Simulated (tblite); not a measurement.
Species: C3H10O3SSi.
Structure used (GFN2-xTB), in Å, numbered top down from 1:
```
atom  x, y, z in Å
C1    -0.881    1.092    0.413
C2    -0.025   -0.114    0.739
Si3   -0.849   -1.762    0.241
O4    -1.066   -1.771   -1.357
O5    -2.282   -1.805    0.998
S6     1.514   -0.163   -0.266
C7     2.123    1.553    0.038
O8     1.055   -0.158   -1.674
H9    -0.501    2.006    0.869
H10   -1.897    0.933    0.771
H11   -0.922    1.222   -0.668
H12    0.318   -0.106    1.770
H13    0.003   -2.870    0.676
H14   -0.378   -1.292   -1.851
H15   -2.971   -2.357    0.642
H16    1.460    2.262   -0.442
H17    3.114    1.622   -0.400
H18    2.177    1.716    1.108
```

Calculated harmonic vibrations of the isolated species, GFN2-xTB (tblite), most abundant isotopes, no scaling. The method is semi-empirical: single wavenumbers can be off by several per cent or more. Modes of hydrogen on silicon can be 10 to 20 % off. One conformer, not necessarily the lowest.

Harmonic wavenumbers (cm⁻¹): 70.9, 73.8, 137.1, 158.7, 171.6, 195.3, 215.3, 223.1, 250.3, 282.1, 286.9, 354.7, 364.0, 476.3, 617.4, 652.2, 669.5, 686.9, 716.3, 733.5, 810.4, 872.3, 876.8, 886.0, 965.5, 967.8, 997.7, 1029.5, 1084.0, 1099.5, 1127.8, 1265.0, 1276.8, 1411.0, 1435.4, 1454.0, 1497.2, 1509.0, 2265.8, 2999.2, 3005.6, 3013.0, 3029.0, 3053.5, 3063.2, 3079.8, 3271.2, 3685.3.

A = 2635, B = 998.4, C = 860.6 MHz; mass 154.012 u (most abundant isotopes); point group C1, symmetry number 1.

Q: What is the zero-point energy?

A: Half the sum of the wavenumbers: 29184 cm⁻¹ = 349.11 kJ/mol.

Q: Entropy at 298.15 K, 1 bar (ideal gas, RRHO, classical rotation)?

A: Translation 171.68, rotation 122.76, vibration 138.91: S = 433.4 J/(mol K).

Q: And Cp and H(298.15 K) − H(0)?

A: Cp = 180.85 J/(mol K), of which vibrations give 147.59 (their classical limit is 48 R = 399.1); H(298.15 K) − H(0) = 32.72 kJ/mol without the zero-point energy, 22.81 from vibrations.

Q: How do the functions run with temperature in this model?

A: 
```
T (K)  S (J/(mol K))  Cp (J/(mol K))  H − H(0) (kJ/mol)  G − H(0) (kJ/mol)  ln q(vib)
  150          333.8           115.1              10.70             -39.37       2.90
  250          403.3           160.4              24.50             -76.33       6.01
  400          492.0           219.2              53.16            -143.66      10.61
  600          592.0           273.3             102.83            -252.37      16.38
  900          713.1           323.0             192.91            -448.85      24.15
```

q(vib) and H(0) count from the zero-point level.

Q: Blend soft modes into free rotors: weight 1/[1 + (100 cm⁻¹/ν̃)⁴] for the oscillator and the rest for a rotor with moment μB/(μ + B), μ = h/(8π²ν), B = 10⁻⁴⁴ kg m². What vibrational entropy results?

A: 132.64 J/(mol K) in place of 138.91, which changes −T·S at 298.15 K by +1.87 kJ/mol.

Hindered rotation and anharmonicity are outside this model. Other conformers, if any are populated, would add a mixing term that is left out. The structure is chiral; the term R ln 2 for an equal mix with its mirror image is left out.
